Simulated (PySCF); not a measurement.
Computed shifts of a molecule C4H7BO, PySCF with PBE/pcSseg-1, GIAO, gas phase, equivalent atoms averaged, in ppm (number of nuclei): ¹³C: 173.3 (1), 92.8 (1), 25.1 (1), 5.7 (1). ¹H: 5.18 (1), 4.53 (1), 2.24 (2), 1.10 (3). References: ¹³C against TMS (σ = 182.0 ppm); ¹¹B against BF3 (σ = 83.9 ppm); ¹⁷O against H2O (σ = 334.3 ppm); ¹H against TMS (σ = 31.49 ppm), references at their B3LYP-D3(BJ)/def2-TZVP geometries, non-relativistic. The structure is a stationary point at B3LYP-D3(BJ)/def2-SVP. Other conformers were not sampled.

Q: Which molecule gave these data?
(A) C#CB(C)OC
(B) C=CB(C)C=O
(C) OB1C=CCC1
(D) C=C1CB(C)O1

A: D, C=C1CB(C)O1
